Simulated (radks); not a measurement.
Values are calculated unless marked as measured or tabulated.
N+, 6 electrons, occupied as [He] 2s2 3p2 (not the ground configuration). Code: a radial shooting solver on a logarithmic mesh with Libxc functionals. Model: scalar-relativistic Kohn-Sham, r2SCAN, spin-polarised, spherical densities, finite nucleus; open shells are filled with parallel spins first; meta-GGA in the generalised Kohn-Sham scheme; Fermi nuclear charge, rms radius 2.5582 fm.

Unscreened Slater integrals over Kohn-Sham orbitals (hartree). They are taken over the spin-up orbitals.

F0(3p,3p): 0.25058
F2(3p,3p): 0.13137
F0(3p,2s): 0.32905
G1(3p,2s): 0.021666
F0(3p,1s): 0.36825
G1(3p,1s): 0.019309
F0(2s,2s): 0.81105
F0(2s,1s): 1.1363
G0(2s,1s): 0.094849
F0(1s,1s): 4.1257

Derived for the open shells (J is the average intra-shell exchange parameter used in DFT+U). 3p: J = F2/5 = 0.02627 hartree; in LS coupling 1D lies 6 F2/25 = 0.03153 hartree above 3P.
